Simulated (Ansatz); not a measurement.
CH8Si2Te can be A, `C[Te][SiH2][SiH3]`, or B, `[SiH3]C[Te][SiH3]`.

Gas-phase electronic energies from Ansatz, PBE0-D4/def2-TZVP geometries. CBS: MP2 limit from def2 TZ/QZ plus the TZ coupled-cluster correction, frozen cores. Functionals use def2-TZVPP. B3LYP here is the variant with VWN-RPA as its local correlation; programs differ in this. def2 core potentials past Kr. For Te outer-core shells are correlated without core-valence functions, which leaves a few kJ/mol of doubt a bond. One conformer a species, not always the lowest.

(1) Which isomer does CCSD(T)/CBS put lower? Give the gap. (An estimate is asked.)

(2) Give E(B) − E(A) in kJ/mol with HF/def2-TZVPP, B2PLYP, CCSD(T)/def2-TZVPP, PBE-D4, ωB97M-V, B3LYP-D4, CCSD/def2-TZVPP. (An estimate is asked.)

Largest T1 diagnostic: 0.011.

## Answers

(1) Computed: A, by 7.0 kJ/mol.

(2) The calculation gave: HF/def2-TZVPP 5.3, B2PLYP 8.5, CCSD(T)/def2-TZVPP 6.9, PBE-D4 20.2, ωB97M-V 3.5, B3LYP-D4 10.4, CCSD/def2-TZVPP 6.7. None reverses the order clearly.

From PBE to PBE0 (25 % exact exchange), in def2-TZVPP and without D4, E(B) − E(A) moves by −3.4 kJ/mol. The D4 term adds −3.1 kJ/mol with B3LYP and −1.5 kJ/mol with PBE0; it sums over pairs of atoms, weighted by their polarisabilities, and B3LYP, whose exchange is more repulsive, gets the larger term.
